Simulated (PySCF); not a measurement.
C2H2F2, SMILES C=C(F)F (connectivity only; charge and spin as stated), charge +1, multiplicity 2. Atoms are numbered in the order given.

```xyz
6

C      0.0000     0.0000     1.4080
C      0.0000     0.0000    -0.0092
F      0.0000     1.0655    -0.6818
F      0.0000    -1.0655    -0.6818
H      0.0000    -0.9579     1.9403
H      0.0000     0.9579     1.9403
```
Charge +1, spin multiplicity 2.

The structure is a stationary point at B3LYP-D3(BJ)/def2-SVP. The spin state was assumed, not searched.

Level of theory: PySCF with PBE/def2-TZVPD.

Mulliken values depend strongly on the basis, most of all with diffuse functions as here. Atomic charges (e):

| atom | Mulliken | meta-Löwdin | Mulliken spin |
|---|---|---|---|
| C1 | -0.31 | (withheld) | 0.64 |
| C2 | 0.72 | (withheld) | 0.22 |
| F3 | 0.01 | (withheld) | 0.07 |
| F4 | 0.01 | (withheld) | 0.07 |
| H5 | 0.29 | (withheld) | 0.00 |
| H6 | 0.29 | (withheld) | 0.00 |

Task: Fill in the missing entries. (An estimate is asked for; the answer gives what the named calculation found.)

Result: 
- C1, meta-Löwdin: -0.07
- C2, meta-Löwdin: 0.71
- F3, meta-Löwdin: -0.04
- F4, meta-Löwdin: -0.04
- H5, meta-Löwdin: 0.22
- H6, meta-Löwdin: 0.22
